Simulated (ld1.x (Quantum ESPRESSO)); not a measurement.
**Which change was made? (Os, TM)**

- Element: osmium
- Generator: ld1.x (Quantum ESPRESSO) 7.5
- Type: norm-conserving Troullier–Martins (Kleinman–Bylander form)
- Functional: PW91
- Relativity: scalar-relativistic
- Frozen core: [Xe] 4f14
- Valence charge: 8
- Reference configuration: 5d6 6s1.75 6p0.25
- Partial waves: 6s (bound): rc 2.50 bohr; 6p (bound): rc 2.90 bohr; 5d (bound): rc 2.35 bohr
- Local potential: all-electron potential smoothed inside 2.35 bohr (lloc = -1)
- Core correction: a·sin(br)/r model core, default radius (core density twice the valence density)

Cutoffs, loose and tight: the cutoffs (Ry, on a coarse ladder) from which the occupation-weighted sum of valence levels, in a spherical-Bessel basis at the reference potential, stays within 10 and 1 mRy of its value at 400 Ry. They do not see the model core or the augmentation charge, which bear on the density cutoff. Test errors are all-electron minus pseudo excitation energies from the reference, over the configurations 5d6 6s2 6p0; 5d6 6s1 6p0; 5d6 6s0 6p0; 5d6 6s0 6p1; 5d6 6s0 6p2; 5d6.5 6s1.5 6p0; 5d5 6s2 6p0; variants that change the core or the reference have their own tests. The largest error is taken over the tests solved by every variant that gives reliable tests at all, those not shown here included: 5d6 6s0 6p0; 5d6 6s0 6p1; 5d6 6s0 6p2; 5d6 6s1 6p0; 5d6 6s2 6p0.

The base gives: outcome: generated; cutoff, loose: 35 Ry; cutoff, tight: 40 Ry; bound ghosts: none; largest test error (meV): -47.

(1) After one change the result is: outcome: generated; cutoff, loose: 45 Ry; cutoff, tight: 80 Ry; bound ghosts: s; largest test error (meV): +183. Which change was it?
A. core [Kr] 4d10 4f14 5s2, valence charge 14; reference 5p6 5d6 6s2 6p0; waves now 6s (bound): rc 2.25 bohr; 5p (bound): rc 1.70 bohr; 5d (bound): rc 2.10 bohr; local potential all-electron potential smoothed inside 1.90 bohr (lloc = -1)
B. wave 6s (bound): rc 2.50 bohr becomes 6s (bound): rc 3.44 bohr
C. wave 5d (bound): rc 2.35 bohr becomes 5d (bound): rc 2.76 bohr

Answers

(1) A. The others give: wave 6s (bound): rc 2.50 bohr becomes 6s (bound): rc 3.44 bohr → outcome: generated; cutoff, loose: 35 Ry; cutoff, tight: 40 Ry; bound ghosts: s; largest test error (meV): -71 | wave 5d (bound): rc 2.35 bohr becomes 5d (bound): rc 2.76 bohr → outcome: generated; cutoff, loose: 30 Ry; cutoff, tight: 35 Ry; bound ghosts: none; largest test error (meV): -44.
